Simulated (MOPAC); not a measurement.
Input for MOPAC: AM1 on H4PbSSi (SMILES [SiH3][Pb][SH]), a point of a torsion scan.

```
AM1 1SCF PRECISE CHARGE=0 THREADS=1
H4PbSSi

Si    -1.31452020 1    -0.20769564 1    -0.04052728 1
Pb     0.63816171 1     1.62361051 1     0.17988010 1
S      2.53386813 1    -0.10961454 1     0.13794252 1
H     -1.00395468 1    -1.49113596 1    -0.65599933 1
H     -2.54251266 1     0.24404845 1    -0.70425429 1
H     -1.77241103 1    -0.54440174 1     1.31509288 1
H      3.06340747 1     0.18646934 1     1.31539662 1
```

Output:

```
*******************************************************************************
 **                                                                           **
 **                              MOPAC v23.2.5                                **
 **                                                                           **
 *******************************************************************************
 ** MOPAC's Digital Object Identifier: https://doi.org/10.5281/zenodo.6511958 **
 **                                                                           **
 ** Please cite the open-source release paper for use of this MOPAC version:  **
 ** J. E. Moussa and J. J. P. Stewart (2026)                                  **
 ** MOPAC: An open-source semiempirical molecular orbital program             **
 ** J. Open Source Softw., 11(119), 8025, https://doi.org/10.21105/joss.08025 **
 *******************************************************************************

                              AM1 CALCULATION RESULTS

 *******************************************************************************
 *  AM1        - The AM1 Hamiltonian to be used
 *
 *
 *
 *                 CHARGE ON SYSTEM = 0
 *
 *
 *
 *  PRECISE    - TIGHTER CRITERIA TO BE USED
 *  1SCF       - DO 1 SCF AND THEN STOP
 *  THREADS=1  - MULTI-THREADING NOT USED
 *  T=         - A TIME OF 172800.0 SECONDS REQUESTED
 *  DUMP=N     - RESTART FILE WRITTEN EVERY 7200.0 SECONDS REQUESTED
 *******************************************************************************
AM1 1SCF PRECISE CHARGE=0 THREADS=1
 H4PbSSi

   ATOM   CHEMICAL          X               Y               Z
  NUMBER   SYMBOL      (ANGSTROMS)     (ANGSTROMS)     (ANGSTROMS)

     1      Si         -1.31452020  *  -0.20769564  *  -0.04052728  *
     2      Pb          0.63816171  *   1.62361051  *   0.17988010  *
     3       S          2.53386813  *  -0.10961454  *   0.13794252  *
     4       H         -1.00395468  *  -1.49113596  *  -0.65599933  *
     5       H         -2.54251266  *   0.24404845  *  -0.70425429  *
     6       H         -1.77241103  *  -0.54440174  *   1.31509288  *
     7       H          3.06340747  *   0.18646934  *   1.31539662  *



          CARTESIAN COORDINATES

    NO.       ATOM           X           Y           Z

     1        Si         -1.3145     -0.2077     -0.0405
     2        Pb          0.6382      1.6236      0.1799
     3         S          2.5339     -0.1096      0.1379
     4         H         -1.0040     -1.4911     -0.6560
     5         H         -2.5425      0.2440     -0.7043
     6         H         -1.7724     -0.5444      1.3151
     7         H          3.0634      0.1865      1.3154

  H: (AM1): M.J.S. DEWAR ET AL, J. AM. CHEM. SOC. 107 3902-3909 (1985)
 Si: (AM1): M.J.S.DEWAR, C. JIE, ORGANOMETALLICS, 6, 1486-1490 (1987).
  S: (AM1): M.J.S. DEWAR, Y-C YUAN, INORGANIC CHEMISTRY, 29, 3881:3890,  (1990)
 Pb: (AM1): J. J. P. STEWART, J. MOL. MOD., 10, 155-164 (2004)

           Empirical Formula: H4 Si Pb S  =     7 atoms



      MOLECULAR POINT GROUP   :   C1


      RHF CALCULATION, NO. OF DOUBLY OCCUPIED LEVELS = 9


 -------------------------------------------------------------------------------
 AM1 1SCF PRECISE CHARGE=0 THREADS=1
 H4PbSSi



     1SCF WAS SPECIFIED, SO BFGS WAS NOT USED
     SCF FIELD WAS ACHIEVED


                              AM1 CALCULATION
                                                       MOPAC v23.2.5 Linux




          FINAL HEAT OF FORMATION =         38.27825 KCAL/MOL =     160.15620 KJ/MOL


          COSMO AREA              =        142.89 SQUARE ANGSTROMS
          COSMO VOLUME            =        139.36 CUBIC ANGSTROMS

          IONIZATION POTENTIAL    =          8.630186 EV
          HOMO LUMO ENERGIES (EV) =         -8.630 -2.439
          NO. OF FILLED LEVELS    =          9
          MOLECULAR WEIGHT        =        271.3771         POINT GROUP:  C1

          MOLECULAR DIMENSIONS (Angstroms)

            Atom       Atom       Distance
            H     7    H     5     5.95891
           Pb     2    H     4     3.14069
            S     3    H     6     2.59458


          SCF CALCULATIONS        =          1





   ATOM   CHEMICAL          X               Y               Z
  NUMBER   SYMBOL      (ANGSTROMS)     (ANGSTROMS)     (ANGSTROMS)

     1      Si         -1.31452020  *  -0.20769564  *  -0.04052728  *
     2      Pb          0.63816171  *   1.62361051  *   0.17988010  *
     3       S          2.53386813  *  -0.10961454  *   0.13794252  *
     4       H         -1.00395468  *  -1.49113596  *  -0.65599933  *
     5       H         -2.54251266  *   0.24404845  *  -0.70425429  *
     6       H         -1.77241103  *  -0.54440174  *   1.31509288  *
     7       H          3.06340747  *   0.18646934  *   1.31539662  *

                             CARTESIAN COORDINATES

   1   Si       -1.314520200    -0.207695640    -0.040527280
   2   Pb        0.638161710     1.623610510     0.179880100
   3    S        2.533868130    -0.109614540     0.137942520
   4    H       -1.003954680    -1.491135960    -0.655999330
   5    H       -2.542512660     0.244048450    -0.704254290
   6    H       -1.772411030    -0.544401740     1.315092880
   7    H        3.063407470     0.186469340     1.315396620


           Empirical Formula: H4 Si Pb S  =     7 atoms



      MOLECULAR POINT GROUP   :   C1


                  EIGENVALUES
 -19.66926 -17.73234 -15.10324 -13.29323 -11.94535 -11.87988 -10.33064  -9.95887
  -8.63019  -2.43875  -2.10347  -1.18982   1.55370   1.66214   1.85928   2.90361


              NET ATOMIC CHARGES AND DIPOLE CONTRIBUTIONS

  ATOM NO.   TYPE          CHARGE      No. of ELECS.   s-Pop       p-Pop
    1         Si           0.000719        3.9993     0.91075     3.08853
    2         Pb           0.542933        3.4571     1.92969     1.52738
    3          S          -0.398924        6.3989     1.91210     4.48682
    4          H          -0.073119        1.0731     1.07312
    5          H          -0.086639        1.0866     1.08664
    6          H          -0.084656        1.0847     1.08466
    7          H           0.099687        0.9003     0.90031
 DIPOLE           X         Y         Z       TOTAL
 POINT-CHG.     0.403     5.176     0.823     5.257
 HYBRID        -0.490    -1.976     0.578     2.117
 SUM           -0.088     3.200     1.401     3.495


          ATOMIC ORBITAL ELECTRON POPULATIONS

     Atom    s        px        py        pz
    1 Si   0.91075   1.08758   1.07340   0.92755
    2 Pb   1.92969   0.63117   0.73510   0.16111
    3  S   1.91210   1.58082   1.63369   1.27232
    4  H   1.07312
    5  H   1.08664
    6  H   1.08466
    7  H   0.90031

 **********************
 *                    *
 * JOB ENDED NORMALLY *
 *                    *
 **********************




 == MOPAC DONE ==
```

The run finished.

Cost: very roughly 0.03 core-seconds.
